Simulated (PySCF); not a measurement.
Compound: C₄H₇BO₂S.
SMILES with atom numbers: `[CH3:1][C:2](=[S:3])[B:4]1[O:5][CH2:6][CH2:7][O:8]1` (hydrogens: H9, H10, H11 on C1; H12, H13 on C6; H14, H15 on C7)

Cartesian coordinates in Å at the PBE0-D3(BJ)/def2-SVP level; atoms count from 1:
```
atom  x, y, z in Å
C1     2.5241   -0.3733    0.6330
C2     1.4435   -1.0576   -0.1392
S3     1.6557   -2.4884   -0.8874
B4     0.0342   -0.3482   -0.1857
O5    -0.2866    0.6560    0.6827
C6    -1.6157    1.0705    0.4092
C7    -2.0573    0.2112   -0.7962
O8    -0.9616   -0.6482   -1.0589
H9     2.1883   -0.1991    1.6697
H10    3.4567   -0.9528    0.6315
H11    2.7096    0.6310    0.2135
H12   -2.2403    0.9032    1.3012
H13   -1.6236    2.1495    0.1884
H14   -2.2674    0.8172   -1.6921
H15   -2.9521   -0.3934   -0.5801
```

Level: CAM-B3LYP/def2-SVPD in PySCF, non-relativistic, on one gas-phase PBE0-D3(BJ)/def2-SVP geometry that isn't relaxed in the solvent. The solvent is an IEF-PCM continuum (van der Waals radii × 1.2), and excitations are vertical TDDFT with non-equilibrium linear response and a frozen core. The model holds no explicit solvent molecules, cavitation or dispersion.

Gas-phase singlets (H = HOMO, L = LUMO):

```csv
state,E (eV),λ (nm),f,leading configurations
S1,1.954,635,0.000,H→L 99%
S2,5.444,228,0.202,H-1→L 94%
S3,5.719,217,0.051,"H-2→L 77%, H-3→L 9%"
S4,5.758,215,0.005,H-3→L 84%
S5,5.808,213,0.065,"H→L+1 70%, H-2→L 12%"
```

Q: What are the lowest 5 singlets in acetonitrile (ε = 35.69)?

A: 
| state | E (eV) | λ (nm) | f | leading configurations | change by rank (eV) |
| --- | --- | --- | --- | --- | --- |
| S1 | 2.148 | 577 | 0.000 | H→L 99% | +0.194 |
| S2 | 5.246 | 236 | 0.068 | H-1→L 86%, H-2→L 11% | -0.198 |
| S3 | 5.434 | 228 | 0.292 | H-2→L 85%, H-1→L 12% | -0.285 |
| S4 | 5.711 | 217 | 0.001 | H-4→L 93% | -0.047 |
| S5 | 6.081 | 204 | 0.078 | H→L+1 79%, H→L+2 10% | +0.273 |

Q: The ground-state energy changes by -0.303 eV from gas to acetonitrile. By how much does the total energy of gas-phase S1 change?

A: E(S1) = E(S0) + excitation energy, so it changes by -0.303 + 0.194 = -0.109 eV: it is lowered less than the ground state, which is what a blue shift means. This is the vertical state, with the slow part of the continuum still set for S0.

Q: How do the frontier levels move from gas to acetonitrile?

A: 
```json
{"orbital": "LUMO+2", "gas (eV)": "1.51", "solvent (eV)": "1.69", "change (eV)": "+0.18", "Löwdin shares, gas": "C7 12 %, C6 12 %, H15 10 %, H12 10 %", "Löwdin shares, solvent": "S3 80 %"}
{"orbital": "LUMO+1", "gas (eV)": "0.68", "solvent (eV)": "0.82", "change (eV)": "+0.14", "Löwdin shares, gas": "B4 40 %, C6 9 %, C7 7 %, S3 7 %", "Löwdin shares, solvent": "B4 42 %, S3 14 %, C1 6 %, O5 5 %"}
{"orbital": "LUMO", "gas (eV)": "-1.37", "solvent (eV)": "-1.57", "change (eV)": "-0.20", "Löwdin shares, gas": "S3 41 %, C2 35 %, B4 8 %, C1 5 %", "Löwdin shares, solvent": "S3 40 %, C2 37 %, B4 8 %, C1 5 %"}
{"orbital": "HOMO", "gas (eV)": "-7.54", "solvent (eV)": "-7.93", "change (eV)": "-0.39", "Löwdin shares, gas": "S3 74 %, C2 14 %, C1 5 %, B4 4 %", "Löwdin shares, solvent": "S3 74 %, C2 14 %, C1 5 %, B4 4 %"}
{"orbital": "HOMO-1", "gas (eV)": "-9.55", "solvent (eV)": "-9.56", "change (eV)": "-0.01", "Löwdin shares, gas": "S3 43 %, C2 27 %, O8 9 %, C1 8 %", "Löwdin shares, solvent": "O8 28 %, O5 22 %, C7 10 %, C6 9 %"}
{"orbital": "HOMO-2", "gas (eV)": "-9.82", "solvent (eV)": "-9.82", "change (eV)": "0.00", "Löwdin shares, gas": "O5 29 %, O8 23 %, C6 9 %, C7 8 %", "Löwdin shares, solvent": "S3 45 %, C2 27 %, C1 8 %, O5 7 %"}
{"orbital": "HOMO-3", "gas (eV)": "-11.21", "solvent (eV)": "-11.21", "change (eV)": "0.00", "Löwdin shares, gas": "S3 31 %, C2 20 %, C1 14 %, B4 8 %", "Löwdin shares, solvent": "C7 24 %, C6 24 %, O8 18 %, O5 18 %"}
```

The HOMO–LUMO gap goes from 6.17 to 6.36 eV. Rows go by rank; for HOMO-3, HOMO-2, HOMO-1, LUMO+1 and LUMO+2 the atom shares or the degeneracy differ between the runs, so the row needn't follow one orbital.
